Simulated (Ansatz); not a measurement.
Two structures of Si2NH10F, singlet, reached by relaxing down either side of one saddle point (PBE0-D4/def2-TZVP). Energies are electronic, without zero-point energy. Computed with Ansatz 0.2.0 (basis: def2-TZVPP and def2-QZVPP); correlated methods freeze the cores. Extrapolation: Hartree–Fock as exp(−7.88 √X), correlation as X^−2.97. First:

```
atom    x (Å)    y (Å)    z (Å)
 Si1  -0.7468  -1.2621   1.2727
  H2   0.6324  -0.7735   1.5551
  H3  -0.6707  -2.6069   0.6521
  H4  -1.4239  -1.4009   2.5949
 Si5  -1.9088   0.2715  -0.0648
  H6   1.1452  -0.1513  -1.1775
  F7   0.5131  -0.8577  -1.4153
  H8   2.1975   0.9459   0.3128
  N9   2.0955   1.0153  -0.6931
 H10  -3.0887   0.8024   0.6781
 H11  -1.0487   1.4448  -0.3865
 H12  -2.3965  -0.3385  -1.3256
 H13   1.6794   1.9157  -0.8992
 H14   3.0210   0.9951  -1.1038
```

Second:

```
atom    x (Å)    y (Å)    z (Å)
 Si1  -0.4490  -1.6500   0.0990
  H2   1.1004   1.6220   2.7076
  H3  -1.3466  -2.8069   0.3784
  H4   0.3978  -1.4335   1.3002
 Si5  -1.6531   0.2635  -0.4995
  H6   1.7774  -0.0459  -1.3656
  F7   0.5007  -2.1493  -1.1072
  H8   0.7034   1.3460   2.1383
  N9   1.3970   0.6007  -0.6850
 H10  -1.3495   1.3920   0.4190
 H11  -1.3437   0.6577  -1.8996
 H12  -3.1224   0.0085  -0.4222
 H13   1.3175   1.5067  -1.1300
 H14   2.0700   0.6885   0.0665
```

(1) Which bonds change from the first to the second?

(2) Give the saddle point's structure and its height above each. (An estimate is asked for; the value comes from the calculation.)

The T1 diagnostic stays at or below 0.013.

## Answers

(1) Si₂H₆ ([SiH3][SiH3]) + NH₃ + HF → Si₂H₅F ([F][SiH2][SiH3]) + NH₃ + H₂; bonds formed: Si1–F7, H2–H8, H6–N9; bonds broken: Si1–H2, H6–F7, H8–N9.

(2) Computed: 117.2 kJ/mol above the first and 172.6 kJ/mol above the second (CCSD(T) at an estimated basis limit (MP2 extrapolated from triple and quadruple zeta, plus CCSD(T) − MP2 in triple zeta)).
```xyz
14
angstrom
Si -0.3543 -1.2984 0.6774
H 0.7139 -0.2293 1.2854
H -0.8580 -2.6469 0.2326
H -0.8154 -1.4223 2.1182
Si -1.7920 0.3684 -0.1371
H 1.7007 -0.0153 -1.0242
F 0.8876 -1.4986 -0.5429
H 1.2973 0.5582 0.4199
N 1.7330 0.8961 -0.5366
H -2.0720 1.4067 0.8985
H -1.1188 1.1329 -1.2514
H -3.0961 -0.0760 -0.7046
H 1.1033 1.5545 -0.9879
H 2.6710 1.2699 -0.4475
```

Labels in which every atom is bracketed show which atoms are joined, not bond orders.

For scale, one of the runs: CCSD(T)/def2-TZVPP, 286 basis functions, launched by `ansatz run in.yaml --threads 8 --pin off --events-out ev --progress --plain --max-ram 19148MiB`. The run took 99 s on 8 CPU threads of an Arm Neoverse V2 (shared host), with 8.4 GiB of host memory at its peak.
